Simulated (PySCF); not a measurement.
## Hg (mercury, neutral) across methods

[Xe] 4f14 5d9 6s2 6p1, one real determinant (an excited configuration). All numbers are calculated (PySCF 2.14, a scalar-relativistic core potential, in def2-TZVPPD with the def2 core potential (60 electrons) (6s6p3d2f1g, 62 functions)).

```json
{"method": "UHF", "E (hartree)": "-152.23314", "mean ε 6s α (eV)": "-12.709", "mean ε 6s β (eV)": "-10.772", "mean ε 6p α (eV)": "-5.351", "Σ⟨r²⟩ (bohr²)": "63.61", "⟨S²⟩": "2.006"}
{"method": "CAM-B3LYP", "E (hartree)": "-153.1251", "mean ε 6s α (eV)": "-11.785", "mean ε 6s β (eV)": "-10.791", "mean ε 6p α (eV)": "-4.546", "Σ⟨r²⟩ (bohr²)": "62.57", "⟨S²⟩": "2.002"}
{"method": "r2SCAN", "E (hartree)": "-153.2261", "mean ε 6s α (eV)": "-9.732", "mean ε 6s β (eV)": "-8.815", "mean ε 6p α (eV)": "-3.007", "Σ⟨r²⟩ (bohr²)": "62.27", "⟨S²⟩": "2.003"}
{"method": "PBE0", "E (hartree)": "-153.1591", "mean ε 6s α (eV)": "-10.472", "mean ε 6s β (eV)": "-9.447", "mean ε 6p α (eV)": "-3.555", "Σ⟨r²⟩ (bohr²)": "62.62", "⟨S²⟩": "2.002"}
{"method": "B97-3", "E (hartree)": "-153.1937", "mean ε 6s α (eV)": "-10.371", "mean ε 6s β (eV)": "-9.391", "mean ε 6p α (eV)": "-3.403", "Σ⟨r²⟩ (bohr²)": "62.57", "⟨S²⟩": "2.002"}
{"method": "PBE", "E (hartree)": "-153.1972", "mean ε 6s α (eV)": "-9.445", "mean ε 6s β (eV)": "-8.683", "mean ε 6p α (eV)": "-2.804", "Σ⟨r²⟩ (bohr²)": "63.02", "⟨S²⟩": "2.001"}
{"method": "wB97X", "E (hartree)": "-153.1919", "mean ε 6s α (eV)": "-12.686", "mean ε 6s β (eV)": "-11.754", "mean ε 6p α (eV)": "-5.224", "Σ⟨r²⟩ (bohr²)": "62.42", "⟨S²⟩": "2.001"}
{"method": "LDA", "E (hartree)": "-152.9368", "mean ε 6s α (eV)": "-9.730", "mean ε 6s β (eV)": "-9.062", "mean ε 6p α (eV)": "-2.875", "Σ⟨r²⟩ (bohr²)": "62.74", "⟨S²⟩": "2.001"}
{"method": "wB97X-V", "E (hartree)": "-153.1235", "mean ε 6s α (eV)": "-12.691", "mean ε 6s β (eV)": "-11.639", "mean ε 6p α (eV)": "-5.300", "Σ⟨r²⟩ (bohr²)": "62.36", "⟨S²⟩": "2.002"}
```

⟨L²⟩ = 7.97 against 12 for a pure F term, so this real determinant mixes terms. Energies and moments cover only the electrons outside the core potential. Spin-orbit coupling, absent here, splits the open shell strongly.
